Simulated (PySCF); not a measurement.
## Correlation energy of Fe⁺ (iron, charge +1)

[Ar] 3d5 4s2, high-spin 6S determinant (an excited configuration). Calculation: PySCF 2.14, in x2c-TZVPPall with one added diffuse shell each of s, p, d, f type (7s6p5d3f1g, 80 functions); the spin-free X2C one-electron Hamiltonian (Gaussian nucleus). Frozen: [Ne]; 15 electrons correlated.

```csv
level,correlation energy (mhartree)
CCSD,-451.30
(T),-10.38
CCSD(T),-461.68
```

Diagnostics: T1 = 0.011, D1 = 0.0409, largest double amplitude 0.089.

Cost of the coupled-cluster step: roughly 50 core-seconds, for 15 correlated electrons.

This basis was not built for core-valence correlation, so the inner-shell part is incomplete.
